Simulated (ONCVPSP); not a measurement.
**What one change does to a pseudopotential (W, ONCV)**

```json
{
 "Element": "W",
 "Generator": "ONCVPSP 4.0.1",
 "Type": "optimised norm-conserving Vanderbilt (ONCV)",
 "Functional": "PBE",
 "Relativity": "scalar-relativistic",
 "Frozen core": "[Kr] 4d10 4f14",
 "Valence charge": "14",
 "Reference configuration": "5s2 5p6 5d3 (charge +3)",
 "Partial waves": "5s: rc 1.65 bohr, ncon 4, nbas 8, qcut 8.7 1/bohr, local; 5p: rc 1.65 bohr, ncon 4, nbas 7, qcut 9 1/bohr, 1 projector; 5d: rc 2.60 bohr, ncon 4, nbas 8, qcut 5.5 1/bohr, 3 projectors, debl 2.8 Ha",
 "Local potential": "the s channel",
 "Core correction": "Teter function, fcfact 3.5, rcfact 1.35"
}
```

All-electron outer shells of the reference configuration (PBE, scalar-relativistic, ld1.x):

| shell | level (eV) | outermost node (bohr) | outermost maximum (bohr) |
| --- | --- | --- | --- |
| 5p | -71.83 | 0.57 | 1.09 |
| 4f | -62.26 | – | 0.43 |
| 5d | -31.11 | 0.63 | 1.43 |

Change: s: qcut 9.7; p: qcut 10; d: qcut 6.1.

Cutoffs: the cutoffs (Ha) at which the residual kinetic energy of the hardest occupied pseudo-wave falls to 1 and 0.1 mHa per electron; they do not see the model core or the augmentation charge, which bear on the density cutoff. Errors are all-electron minus pseudo energies relative to the spin-unpolarised reference configuration.

What does the change do?

The potential gets harder (25 Ha and 31 Ha → 29 Ha and 35 Ha); a bound ghost appears in d, which as a rule spoils a file; of the 4 tests that both files solve, the error grows in 0 and shrinks in 4 by more than 15 % and 0.3 meV (median size 411.2 → 271.6 meV).

```csv
quantity,base,changed
"cutoff, loose",25 Ha,29 Ha
"cutoff, tight",31 Ha,35 Ha
loose cutoff by channel,"s 25 Ha, p 25 Ha, d 11 Ha","s 27 Ha, p 29 Ha, d 13 Ha"
bound ghosts,none,d
GHOST(+) flags under 300 eV,none,none
"error for 5s2 5p6 5d4 6s2, meV [ΔE -49.95 eV]",+1249,+838
"error for 5s2 5p6 5d4 6s1, meV [ΔE -41.06 eV]",+767,+514
"error for 5s2 5p6 5d4, meV [ΔE -25.38 eV]",+22,+13
"error for 5s2 5p6 5d5, meV [ΔE -40.25 eV]",+55,+29
s: phases at 1.67 bohr within 0.05 rad from the reference energy up to (Ha; the scan ends near 5),-1.8,-1.5
p: phases at 1.67 bohr within 0.05 rad from the reference energy up to (Ha; the scan ends near 5),-0.0,0.2
d: phases at 2.63 bohr within 0.05 rad from the reference energy up to (Ha; the scan ends near 5),to the end of the scan,to the end of the scan
"rms error of d²Exc/dni dnj with the model core, mHa",1.50,1.60
```

 A true bound ghost makes a file unfit for plane-wave use even where its test errors are small: the radial tests pick states by their node count and pass the ghost by.
